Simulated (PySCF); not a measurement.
## UHF on Ne (neon, neutral)

Configuration: [Ne], closed-shell 1S. Calculation: PySCF 2.14, in aug-cc-pwCVQZ (9s8p6d4f2g, 109 functions); no relativity, point nucleus.

* Total energy: -128.543763 hartree
* One-electron energy: -182.5729 hartree
* Hartree (Coulomb) energy: 66.1362 hartree
* Exchange energy: -12.1070 hartree
* Kinetic energy: 128.53822 hartree
* ⟨S²⟩: 0.0000
* ⟨L²⟩: 0.000
* Sum of ⟨r⟩: 7.895 bohr
* Sum of ⟨r²⟩: 9.386 bohr²
* Density at the nucleus (Gaussians lack the cusp): 609 bohr⁻³
* Langevin diamagnetic susceptibility: -7.43 ×10⁻⁶ cm³/mol

```tsv
shell	electrons	mean orbital energy (hartree)	rms radius, mean of both spins (bohr)
1s	2	-32.77419	0.183
2s	2	-1.93122	0.984
2p	6	-0.85067	1.11
```

Spin-orbit constants ζ (cm⁻¹) from the X2C one-electron operator on these orbitals (non-relativistic here): bare nucleus, nucleus screened by l(l+1)(2l+1)/3 electrons, and screened by the Breit-Pauli mean field of the electrons.

```json
{"shell": "2p", "bare": "629.7", "screened nucleus": "503.7", "mean field": "445.3"}
```
